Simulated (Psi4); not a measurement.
H₂B₃Cl₃N₃ (SMILES ClB1[N]B(Cl)NB(Cl)N1), doublet, at a GFN2-xTB geometry; CCSD(T)/STO-3G (Psi4).

Input for Psi4:
```
memory 2 GB

molecule {
0 2
  Cl    3.07597470   -0.77040127   -0.22727612
  B     1.43084333   -0.29369213   -0.10388484
  N     0.96159972    0.99837247   -0.03585883
  B    -0.34415575    1.42193598    0.06336139
  Cl   -0.87855374    3.05185431    0.14533252
  N    -1.33340479    0.36585973    0.09942782
  B    -0.95919836   -0.99587928    0.03576928
  Cl   -2.15816795   -2.24069894    0.08047982
  N     0.41266650   -1.32180818   -0.06509275
  H    -2.30512899    0.63343657    0.17191337
  H     0.71435169   -2.28504715   -0.11259200
}

set basis sto-3g
set reference uhf
set scf_type pk
set mp2_type conv

energy('ccsd(t)')
print_variables()
```

Output, abridged:

```
   => Loading Basis Set <=

    Name: STO-3G
    Role: ORBITAL
    Keyword: BASIS

         ---------------------------------------------------------
                                   SCF
               by Justin Turney, Rob Parrish, Andy Simmonett
                          and Daniel G. A. Smith
                              UHF Reference
         ---------------------------------------------------------

  ==> Geometry <==

    Molecular point group: c1
    Full point group: C1

    Geometry (in Angstrom), charge = 0, multiplicity = 2:

       Center              X                  Y                   Z               Mass
    ------------   -----------------  -----------------  -----------------  -----------------
         CL           3.066383761375    -0.780358979414    -0.226918465501    34.968852682000
         B            1.421252391375    -0.303649839414    -0.103527185501    11.009305360000
         N            0.952008781375     0.988414760586    -0.035501175501    14.003074004430
         B           -0.353746688625     1.411978270586     0.063719044499    11.009305360000
         CL          -0.888144678625     3.041896600586     0.145690174499    34.968852682000
         N           -1.342995728625     0.355902020586     0.099785474499    14.003074004430
         B           -0.968789298625    -1.005836989414     0.036126934499    11.009305360000
         CL          -2.167758888625    -2.250656649414     0.080837474499    34.968852682000
         N            0.403075561375    -1.331765889414    -0.064735095501    14.003074004430
         H           -2.314719928625     0.623478860586     0.172271024499     1.007825032230
         H            0.704760751375    -2.295004859414    -0.112234345501     1.007825032230

  Running in c1 symmetry.

  Rotational constants: A =      0.02854  B =      0.02739  C =      0.01398 [cm^-1]
  Rotational constants: A =    855.58605  B =    821.22135  C =    419.02578 [MHz]
  Nuclear repulsion =  588.997607834751420

  Charge       = 0
  Multiplicity = 2
  Electrons    = 89
  Nalpha       = 45
  Nbeta        = 44

  ==> Algorithm <==

  SCF Algorithm Type is PK.
  DIIS enabled.
  MOM disabled.
  Fractional occupation disabled.
  Guess Type is SAD.
  Energy threshold   = 1.00e-08
  Density threshold  = 1.00e-08
  Integral threshold = 1.00e-12

  ==> Primary Basis <==

  Basis Set: STO-3G
    Blend: STO-3G
    Number of shells: 35
    Number of basis functions: 59
    Number of Cartesian functions: 59
[...]
  @UHF Final Energy: -1599.64997395364094
    Total Energy =                      -1599.6499739536409379
[...]
     32  32   0   1        -0.0249113276
     44  42   2   3        -0.0245811705
     36  32   2   2        -0.0240254967

    SCF energy       (wfn)                    = -1599.649973953640938
    Reference energy (file100)                = -1599.649973953638892

    Opposite-spin MP2 correlation energy      =   -0.207603628398211
    Same-spin MP2 correlation energy          =   -0.059250630588260
    Singles MP2 correlation energy            =   -0.000000000000000
    MP2 correlation energy                    =   -0.266854258986470
      * MP2 total energy                      = -1599.916828212625433

    Opposite-spin CCSD correlation energy     =   -0.258390381527274
    Same-spin CCSD correlation energy         =   -0.058994106782248
    Singles CCSD correlation energy           =   -0.000000000000000
    CCSD correlation energy                   =   -0.317384488309522
      * CCSD total energy                     = -1599.967358441948363

            **************************
            *                        *
            *        CCTRIPLES       *
            *                        *
            **************************

    Wave function   =    CCSD_T
    Reference wfn   =      UHF

    Nuclear Rep. energy (wfn)                =  588.997607834751420
    SCF energy          (wfn)                = -1599.649973953640938
    Reference energy    (file100)            = -1599.649973953638892
    CCSD energy         (file100)            =   -0.317384488309522
    Total CCSD energy   (file100)            = -1599.967358441948363

    Number of ijk index combinations:
    Spin Case AAA:                               14190
    Spin Case BBB:                               13244
    Spin Case AAB:                               43560
    Spin Case ABB:                               42570
    AAA (T) energy                             =   -0.000292294845337
    BBB (T) energy                             =   -0.000346670562006
    AAB (T) energy                             =   -0.005469021445926
    ABB (T) energy                             =   -0.005680375302338
    (T) energy                                   =   -0.011788362155606
      * CCSD(T) total energy                     = -1599.979146804103948

  Variable Map:
  ----------------------------------------------------------------------------
[...]
  Array Variable Map:
  ----------------------------------------------------------------------------
[...]
[...]
```
